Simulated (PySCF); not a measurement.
# Do core-level shifts follow atomic charges?

Compound: CF3(CH2)2OH, C3H5F3O.
Z-matrix (Å and degrees, PBE0-D3(BJ)/def2-SVP geometry), rows numbered from 1:
```
O 
C   1  1.3979
C   2  1.5242  1  112.07
C   3  1.5037  2  113.55  1  -179.18
F   4  1.3355  3  111.42  2   178.10
F   4  1.3404  3  111.65  2   -61.88
F   4  1.3385  3  111.57  2    57.95
H   1  0.9627  2  108.37  3   -67.62
H   2  1.1069  1  112.45  3   123.81
H   2  1.1004  1  106.82  3  -119.44
H   3  1.1000  2  109.95  1   -58.06
H   3  1.1019  2  110.66  1    60.42
```

Binding energies: PySCF 2.14.0, delta-SCF UKS SCAN, pcX-2 on the ionised atom, pcseg-1 elsewhere, spin-free X2C. Charges: PBE0/pcSseg-1 ground-state density, for the ionised atom.

| atom | environment | C 1s (eV) | Mulliken (e) | IAO (e) | Hirshfeld (e) | ESP (e) |
| --- | --- | --- | --- | --- | --- | --- |
| C3 | chain CH2 carbon | 291.84 | -0.349 | -0.326 | -0.105 | -0.366 |
| C2 | carbinol carbon (C–OH) | 292.86 | +0.059 | -0.043 | 0.000 | +0.371 |
| C4 | CF3 carbon | 298.39 | +0.769 | +0.812 | +0.262 | +0.587 |

Question: Give the correlation coefficient and slope of binding energy on charge for each scheme.

Answer: IAO: r = 1.00, slope 5.9 eV per e; Hirshfeld: r = 0.99, slope 18.5 eV per e; Mulliken: r = 0.98, slope 6.1 eV per e; ESP: r = 0.78, slope 5.5 eV per e. On 3 points no scheme stands out.

Question: The point-charge model writes a binding energy as kq + V + constant, with V the potential of the other atoms' charges at the site. What does it give with the Hirshfeld charges?

Answer: V = Σ 14.40 eV Å × q/r over all other atoms: +2.20 eV at C3, -0.16 eV at C2, -3.18 eV at C4. Fitting binding energy − V to q gives k = 32.6 eV per e and leaves an rms residual of 0.01 eV, against 0.39 eV for the fit on q alone. The model has no term for differences in relaxation between sites.

Isolated species at its PBE0-D3(BJ)/def2-SVP geometry (one conformer only).
